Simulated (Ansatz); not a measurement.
`CO[SiH](F)OC` at its PBE0-D4/def2-TZVP geometry, where that method's forces vanish. The species carries charge 0 and has multiplicity 1.

```xyz
13

C    -0.3913   -2.4873   -0.8039
O    -0.3798   -1.4035    0.0995
Si    0.0579    0.1070   -0.2686
F     1.5641    0.1347   -0.7969
O    -0.0713    0.9491    1.1037
C     0.2352    2.3190    1.2463
H    -0.9450   -2.2462   -1.7179
H     0.6262   -2.7831   -1.0757
H    -0.8826   -3.3290   -0.3145
H    -0.7501    0.6815   -1.3656
H    -0.1072    2.6404    2.2305
H    -0.2694    2.9275    0.4878
H     1.3133    2.4898    1.1754
```

Q: What forces (eV/Å) does ωB97M-V/def2-TZVPP give on these atoms in the Gaussian-basis code of Ansatz? (Estimate.)

A: The calculation gave: 
```
C1  -0.002 -0.260 -0.204
O2  -0.018  0.112  0.160
Si3 -0.210  0.083 -0.129
F4   0.134  0.004 -0.050
O5  -0.057 -0.185  0.033
C6   0.073  0.319  0.043
H7   0.047 -0.015  0.079
H8  -0.089  0.029  0.025
H9   0.046  0.072 -0.053
H10  0.095 -0.065  0.123
H11  0.035 -0.020 -0.092
H12  0.041 -0.057  0.062
H13 -0.095 -0.018  0.004
```
